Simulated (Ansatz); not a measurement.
`CN([SiH3])C=O`, relaxed with RKS PBE0-D4/def2-TZVP in Ansatz from a PBE-D4/def2-SVP geometry. The force threshold is 0.005 eV/Å; the program also tests the step.

Total charge 0; spin multiplicity 1.

Start:

```xyz
12

C     0.237   -1.423   -0.231
N    -0.096    0.004   -0.210
Si    0.308    0.978    1.223
C    -0.718    0.537   -1.331
O    -1.014   -0.086   -2.337
H    -0.090   -1.832   -1.206
H     1.330   -1.582   -0.119
H    -0.283   -1.969    0.585
H     1.791    0.933    1.468
H    -0.393    0.424    2.432
H    -0.145    2.378    0.937
H    -0.927    1.637   -1.211
```

```csv
step,energy (eV),largest force (eV/Å),largest move (Å)
1,-13596.0221,0.927,0.000
2,-13596.0817,0.260,0.031
3,-13596.0882,0.053,0.013
4,-13596.0883,0.050,0.006
5 (rejected),-13596.0882,0.056,0.005
6,-13596.0884,0.011,0.003
7,-13596.0884,0.002,0.001
```

End:

```xyz
12

C     0.236   -1.408   -0.225
N    -0.095    0.010   -0.209
Si    0.302    0.963    1.200
C    -0.708    0.538   -1.311
O    -1.005   -0.073   -2.308
H    -0.082   -1.824   -1.180
H     1.313   -1.557   -0.110
H    -0.278   -1.936    0.583
H     1.767    0.914    1.440
H    -0.389    0.406    2.391
H    -0.144    2.350    0.930
H    -0.916    1.617   -1.200
```

Hardware: 4 threads of an Arm Neoverse V2 on a shared host. Wall time 20 s, peak host memory 0.5 GiB.
